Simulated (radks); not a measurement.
Problem. Radial electron density D(r) = 4 pi r^2 rho(r) of an atom or ion with 28 electrons. Calculated with a radial shooting solver on a logarithmic mesh with Libxc functionals: scalar-relativistic Kohn-Sham, PBE, spin-unpolarised, spherical densities, point nucleus.

```
   r/bohr * D(r) (the largest magnitude, 38.2, reaches the edge; | marks zero)
  0.00406 |   *
 0.004651 |    *
 0.005329 |     *
 0.006105 |       *
 0.006994 |         *
 0.008013 |           *
  0.00918 |              *
  0.01052 |                 *
  0.01205 |                    *
  0.01381 |                        *
  0.01594 |                             *
  0.01827 |                                 *
  0.02093 |                                     *
  0.02398 |                                         *
  0.02747 |                                            *
  0.03147 |                                               *
  0.03606 |                                                *
  0.04131 |                                                *
  0.04733 |                                              *
  0.05422 |                                            *
  0.06212 |                                         *
  0.07117 |                                      *
  0.08154 |                                      *
  0.09342 |                                       *
    0.107 |                                          *
   0.1226 |                                              *
   0.1405 |                                                   *
   0.1609 |                                                      *
   0.1844 |                                                      *
   0.2113 |                                                  *
    0.242 |                                           *
   0.2773 |                                  *
   0.3177 |                           *
    0.364 |                       *
    0.417 |                      *
   0.4777 |                        *
   0.5473 |                           *
   0.6271 |                            *
   0.7184 |                           *
   0.8231 |                       *
    0.943 |                  *
     1.08 |             *
    1.248 |        *
    1.429 |     *
    1.638 |   *
    1.876 |  *
     2.15 | *
    2.463 | *
    2.822 |*
    3.233 |*
    3.704 |*
    4.243 *
    4.861 *
     5.57 *
    6.381 *
    7.311 *
    8.376 *
    9.596 *
```

What is the nuclear charge?

Solution. Z = 28. The innermost maximum, from 1s, lies near gamma/Z bohr with gamma = sqrt(1 - (Z/c)^2) = 0.979, here 0.035 bohr (found: 0.0375), and its height grows with Z. The density is that of neutral nickel in [Ar] 3d8 4s2; the configuration itself is not fixed sharply by these data, and Z only to about a unit. D(r) has 3 maxima, at r = 0.0375, 0.172, 0.627 bohr, and minima at 0.0815, 0.397 bohr, inside which lie 2.10, 10.79 electrons.
